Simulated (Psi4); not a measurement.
Internal rotation in C6H14OSi, SMILES CO/C=C\[Si](C)(C)C. Scanned: dihedral C1–O2–C3–C4; all other coordinates were relaxed at GFN2-xTB. Points at φ and −φ are mirror images.

Geometry of the scan point at 30° (Å):
```
22

C      2.9163    -0.8713     0.6068
O      1.6780    -0.2239     0.4356
C      1.5618     1.0782     0.7830
C      2.4474     2.0741     0.7938
Si     4.2812     2.2294     0.3539
C      5.4876     1.2337     1.4590
C      4.6781     4.0766     0.6228
C      4.6094     1.8282    -1.4867
H      2.7055    -1.9392     0.5537
H      3.6252    -0.6044    -0.1799
H      3.3509    -0.6268     1.5781
H      0.5145     1.2753     0.9976
H      2.0147     3.0200     1.0957
H      5.1356     1.1820     2.4853
H      6.4611     1.7155     1.4775
H      5.6376     0.2174     1.1087
H      4.5519     4.3612     1.6630
H      4.0286     4.7122     0.0288
H      5.7019     4.3066     0.3442
H      4.3721     0.7996    -1.7411
H      4.0097     2.4648    -2.1306
H      5.6524     1.9944    -1.7416
```

Computed with PBE-D3(BJ)/def2-SVP // GFN2-xTB (Psi4).

Scanned values (°): -150, -120, -90, -60, -30, 0, 30, 60, 90, 120, 150, 180.

Q: At which scan points does the profile have its minima and maxima, and how high do they lie?

A: Lower than their neighbours: 0° (11.5 kJ/mol), 180° (0.0 kJ/mol). Higher than their neighbours: -60° (27.2 kJ/mol), 60° (27.2 kJ/mol). The whole profile spans 27.2 kJ/mol.
